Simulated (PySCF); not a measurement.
# The potential of point charges around `[H]/N=C\CCS(=O)(=O)[O-]`

Species: `[H]/N=C\CCS(=O)(=O)[O-]`, charge -1. Coordinates (GFN2-xTB, Å) and charges (e) from the PBE0/pcSseg-1 density (PySCF):

| atom | x | y | z | Mulliken | IAO | Hirshfeld | ESP-fitted |
| --- | --- | --- | --- | --- | --- | --- | --- |
| N1 | -1.370 | -0.791 | 1.471 | -0.3659 | -0.4703 | -0.2707 | -0.8672 |
| C2 | -1.514 | -0.910 | 0.234 | +0.0003 | +0.0335 | +0.0263 | +0.4341 |
| C3 | -0.613 | -0.442 | -0.876 | -0.2504 | -0.3179 | -0.0949 | -0.1869 |
| C4 | 0.096 | 0.857 | -0.567 | -0.3809 | -0.4924 | -0.1073 | -0.3405 |
| S5 | 1.598 | 0.484 | 0.430 | +1.1585 | +2.1869 | +0.4570 | +1.2816 |
| O6 | 2.099 | -0.782 | -0.100 | -0.6338 | -0.9651 | -0.3969 | -0.6627 |
| O7 | 2.484 | 1.618 | 0.185 | -0.6394 | -0.9732 | -0.4290 | -0.7077 |
| O8 | 1.146 | 0.403 | 1.823 | -0.6505 | -0.9461 | -0.3697 | -0.7168 |
| H9 | -0.489 | -0.323 | 1.741 | +0.1899 | +0.2570 | +0.0588 | +0.4842 |
| H10 | -2.415 | -1.434 | -0.104 | +0.0554 | +0.0974 | +0.0118 | -0.0414 |
| H11 | 0.183 | -1.190 | -0.996 | +0.1758 | +0.1789 | +0.0286 | +0.0802 |
| H12 | -1.183 | -0.385 | -1.811 | +0.0885 | +0.1177 | +0.0242 | +0.0343 |
| H13 | -0.503 | 1.557 | 0.009 | +0.1261 | +0.1438 | +0.0295 | +0.0961 |
| H14 | 0.480 | 1.337 | -1.462 | +0.1262 | +0.1500 | +0.0319 | +0.1127 |

Points outside the species (Å): A (1.8, -4.4, 2.4); B (7.0, 4.6, 4.9); C (-0.8, 4.9, 4.0); D (-1.1, 4.5, 0.3); E (-5.2, 0.3, -2.3).

**Question.** Find the potential V = 14.3996 V·Å × Σ q/r of each set of charges at these points.

**Answer.** In volts:

```json
{"point": "A", "nearest atom": "O6", "distance (Å)": "4.41", "Mulliken": "-2.888", "IAO": "-2.952", "Hirshfeld": "-2.835", "ESP-fitted": "-2.867"}
{"point": "B", "nearest atom": "O7", "distance (Å)": "7.18", "Mulliken": "-1.789", "IAO": "-1.825", "Hirshfeld": "-1.739", "ESP-fitted": "-1.787"}
{"point": "C", "nearest atom": "H13", "distance (Å)": "5.21", "Mulliken": "-2.321", "IAO": "-2.300", "Hirshfeld": "-2.298", "ESP-fitted": "-2.287"}
{"point": "D", "nearest atom": "H13", "distance (Å)": "3.02", "Mulliken": "-2.612", "IAO": "-2.475", "Hirshfeld": "-2.713", "ESP-fitted": "-2.536"}
{"point": "E", "nearest atom": "H10", "distance (Å)": "3.95", "Mulliken": "-1.912", "IAO": "-1.793", "Hirshfeld": "-1.996", "ESP-fitted": "-1.864"}
```

**Question.** How far are the other sets from the ESP-fitted one at these points?

**Answer.** Root-mean-square difference: Mulliken 0.044 V, IAO 0.059 V, Hirshfeld 0.102 V. The ESP scheme is a least-squares fit of atom-centred charges to the potential on four shells outside the van der Waals surface, with the total charge fixed.

**Question.** What energy would a point charge of -1 e have at A in the field of the ESP charges, leaving out polarisation?

**Answer.** +2.867 eV = +276.6 kJ/mol, a repulsion. The total charge alone, placed at the mean of the coordinates, would give +2.704 eV.

The structure is a single GFN2-xTB conformer in the gas phase; no vibrational or solvent corrections. The pcSseg-1 basis has no diffuse functions, a weakness for an anion.

The values belong to the conformer `[H]/[N:1]=[CH:2]\[CH2:3][CH2:4][S:5](=[O:6])(=[O:7])[O-:8]`: N1–C2–C3–C4 -34°, C2–C3–C4–S5 83°, C3–C4–S5–O6 36°.
